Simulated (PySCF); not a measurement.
## A small calculation by hand: oscillator strength and radiative lifetime

C2H5BCl2, SMILES B(CC)(Cl)Cl.

The structure is a stationary point at B3LYP-D3(BJ)/def2-SVP. The values are those of a single conformer.

TDA-B3LYP/def2-SVPD run with PySCF puts the first singlet state with f over 0.02 at 6.98 eV (vertical), with the transition dipole (0.441, -0.739, 0.000) in atomic units.

Problem. Find the oscillator strength, the wavelength and the radiative lifetime that this transition would have in vacuum if emission retraced absorption.

Solution. 
|μ|² = 0.7406 au, so |μ| = 2.19 D. ΔE = 6.98/27.211 = 0.2565 hartree. f = (2/3) ΔE |μ|² = 0.127 (the program prints 0.127).
λ = 1239.84/6.98 = 178 nm; ν = 56297 cm⁻¹.
Einstein's coefficient A = 0.6670 ν² f s⁻¹ (ν in cm⁻¹) = 2.7e8 s⁻¹, so τ = 1/A = 3.7 ns. This state is S3; the lower singlets have f = 0.000, 0.000. The figure is the radiative limit of this one transition; relaxation, internal conversion, crossing to triplets and a medium change what is measured.
